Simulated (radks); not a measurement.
Gd4+, configuration [Xe] 4f5 6s1 (not the ground configuration). Calculated with a radial shooting solver on a logarithmic mesh with Libxc functionals: scalar-relativistic Kohn-Sham, PW91, spin-unpolarised, spherical densities, finite nucleus; Fermi nuclear charge, rms radius 5.1569 fm. Some entries of the table are withheld. Estimate them.

orbital  occ.  eigenvalue (eV)  r(max) (bohr)  <r^2> (bohr^2)
1s          2        -50158.71        0.01392             (1)
2s          2        -8332.945        0.07901         0.01028
2p          6        -7422.960        0.06394        0.008283
3s          2        -1896.298         0.2243         0.06826
3p          6        -1614.336         0.2201         0.06843
3d         10        -1241.694         0.1801         0.05750
4s          2        -429.7432         0.5147          0.3419
4p          6        -336.2930         0.5366          0.3844
4d         10        -206.8571         0.5559          0.4563
5s          2         -98.7057          1.162           1.790
5p          6         -73.7053          1.291           2.291
4f          5         -65.3688         0.5508          0.7215
6s          1         -34.6577            (2)           8.479

Answer. 
(1) 1s <r^2> (bohr^2): 0.0006549
(2) 6s r(max) (bohr): 2.602
